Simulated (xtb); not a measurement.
F₂Lu (SMILES [F][Lu+][F]), charge +1, singlet, at a GFN2-xTB geometry (such geometries of metal compounds can be far from the true shape) (the multiplicity is a formal guess), atoms displaced at random by about 0.02 Å a coordinate. Base run: xtb with GFN2-xTB.

The xtb input:
```
$ xtb mol.xyz --gfn 2 --chrg 1 --opt --json

# file mol.xyz
3

Lu     0.22758623     0.11064331     0.03519327
F     -1.27297145     0.46880826    -1.25637003
F     -0.53595360    -1.54212917     0.87112889
```

Each row names what was changed in the base input (with any setting that the change needs).

```
change               ΔE vs base (kJ/mol)  optimiser steps
-------------------  -------------------  ---------------
base                                0.00                5
opt level = extreme                 0.00                6
engine = lbfgs                      0.00                -
alpb = chcl3                  (withheld)                5
opt level = crude                   0.41                1
opt level = loose                   0.02                3
opt level = vtight                  0.00                6
alpb = cs2                    (withheld)                5
opt level = sloppy                  0.41                1
engine = inertial                   0.08                -
```

### Question
Fill in the missing entries.

### Answer

- alpb = chcl3, ΔE vs base (kJ/mol): -196.9
- alpb = cs2, ΔE vs base (kJ/mol): -155.9
